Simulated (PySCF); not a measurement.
**Question.** What does the PBE0-D3(BJ)/def2-SVP structure of `C=C(C)c1ccccn1` look like in three dimensions?

**Answer.** 
```
atom  x, y, z in Å
C1    -2.0406   -1.4048   -0.1286
C2    -1.4562   -0.2148    0.0812
C3    -2.2542    0.9980    0.4519
C4     0.0127   -0.0156   -0.0286
C5     0.8922   -1.0251   -0.4579
C6     2.2516   -0.7561   -0.5284
C7     2.7104    0.5121   -0.1736
C8     1.7664    1.4507    0.2337
N9     0.4640    1.1994    0.3037
H10   -1.4751   -2.3026   -0.3857
H11   -3.1237   -1.5180   -0.0405
H12   -1.9196    1.4008    1.4194
H13   -3.3259    0.7641    0.5057
H14   -2.0951    1.8078   -0.2762
H15    0.5163   -2.0091   -0.7393
H16    2.9493   -1.5290   -0.8604
H17    3.7708    0.7687   -0.2149
H18    2.0807    2.4621    0.5177
```

Orientation and origin are arbitrary. Atoms count from 1 in this order. Of the pairs four or more bonds apart, H10···H15 is among the closest relative to their van der Waals radii: 2.04 Å, 85 % of the sum of Bondi's values. The 7 C–C bonds span 1.342 Å (C1=C2, drawn double) to 1.498 Å (C2–C3, drawn single), a spread of 0.156 Å. The 6-membered ring C4–C5–C6–C7–C8–N9 has internal angles of 117.7° to 123.6° (sum 720°, against 720° for a flat polygon); it is planar, 0.00 Å rms from its mean plane, widest ring torsion 0°.

Bonds between heavy atoms (Å): C1=C2 1.342, C2–C3 1.498, C2–C4 1.486, C4–C5 1.406, C5–C6 1.388, C6–C7 1.395, C7–C8 1.392, C8–N9 1.328, C4–N9 1.338.

Level of theory: PySCF 2.14.0, PBE0-D3(BJ)/def2-SVP geometry optimisation, gas phase.

Point group: near Cs, missed by 0.22 Å at most; the miss may be what the optimiser left on a soft mode. Whether it is a minimum is left open (no frequencies). One conformer, not necessarily the lowest (C1–C2–C4–C5 5°).
